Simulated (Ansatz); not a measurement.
C2O2Os, SMILES [O+]#[C-]->[Os]<-[C-]#[O+] (connectivity only; charge and spin as stated), neutral, multiplicity 3.

Geometry: PBE0-D3(BJ)/def2-SVP. The spin state was assumed, not searched. The def2 effective core potentials stand for the cores of Os; spin–orbit coupling is left out.

Two levels are set side by side: PBE/def2-SVPD (Ansatz, an electronic-structure program) and PBE0/def2-SVPD (Ansatz). Energy differences of separate SCF runs at the same geometry; the states with an electron removed or added have multiplicity 2 and 2. Differences are taken from unrounded values.

```tsv
quantity	PBE0
vertical ionisation energy (eV)	8.03
vertical electron affinity (eV)	1.78
```

### Question
What does PBE give, and how far is it from PBE0? (The exact figures need the calculation; the answer reports its results.)

### Answer

```csv
quantity,PBE,PBE minus PBE0
vertical ionisation energy (eV),8.01,-0.02
vertical electron affinity (eV),2.07,0.29
```
